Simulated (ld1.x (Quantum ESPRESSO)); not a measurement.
**Scattering properties, TM potential for lead (Pb)**

lead (Pb), norm-conserving Troullier–Martins (Kleinman–Bylander form), made with ld1.x (Quantum ESPRESSO) 7.5 (PBE, non-relativistic). Core [Xe] 4f14 5d10, reference 6s1.5 6p2.5. Waves: 6p (bound): rc 2.65 bohr; 6s (bound): rc 1.85 bohr. Local part: the s channel. Core correction: none.

The phase is arctan(r·u′/u) with u = r·R(r), unwrapped; energies in Ry, scanned from -3 to 5 Ry. A pole is an energy at which the radial function vanishes at the test radius. The pseudo phase is shifted by a multiple of π to meet the all-electron one at the reference energy, and phase errors are pseudo minus all-electron; the curves can meet again beyond the range given. Levels narrower than the energy grid can be missing from the lists of poles.

Task: For each channel, where are the poles, and over which energies does the pseudopotential scatter like the atom?

Result:

```tsv
channel	radius (bohr)	reference energy (Ry)	poles, all-electron	poles, pseudo	unbroken range about the reference energy with phases within 0.05 rad	phase error 1 Ry above the reference energy (rad)
s	2.89	-0.72	0.43	0.39, 3.82	below 1.5	-0.007
p	2.89	-0.29	1.46	1.41	below 3.2	-0.004
```

Phases in the s channel:

| E (Ry) | all-electron | pseudo |
| --- | --- | --- |
| -3.00 | 1.315 | 1.313 |
| -2.76 | 1.295 | 1.294 |
| -2.52 | 1.270 | 1.268 |
| -2.28 | 1.237 | 1.235 |
| -2.04 | 1.191 | 1.189 |
| -1.80 | 1.123 | 1.120 |
| -1.56 | 1.011 | 1.007 |
| -1.32 | 0.794 | 0.789 |
| -1.08 | 0.302 | 0.298 |
| -0.84 | -0.535 | -0.536 |
| -0.60 | -1.071 | -1.072 |
| -0.36 | -1.307 | -1.309 |
| -0.12 | -1.429 | -1.433 |
| 0.12 | -1.505 | -1.510 |
| 0.36 | -1.557 | -1.566 |
| 0.60 | -1.598 | -1.610 |
| 0.84 | -1.632 | -1.649 |
| 1.08 | -1.663 | -1.688 |
| 1.32 | -1.693 | -1.730 |
| 1.56 | -1.723 | -1.781 |
| 1.80 | -1.756 | -1.854 |
| 2.04 | -1.794 | -1.978 |
| 2.28 | -1.841 | -2.262 |
| 2.52 | -1.903 | -3.148 |
| 2.76 | -1.990 | -4.116 |
| 3.00 | -2.126 | -4.433 |
| 3.24 | -2.361 | -4.565 |
| 3.48 | -2.792 | -4.641 |
| 3.72 | -3.414 | -4.694 |
| 3.96 | -3.903 | -4.737 |
| 4.20 | -4.173 | -4.775 |
| 4.44 | -4.324 | -4.814 |
| 4.68 | -4.418 | -4.858 |
| 4.92 | -4.481 | -4.911 |
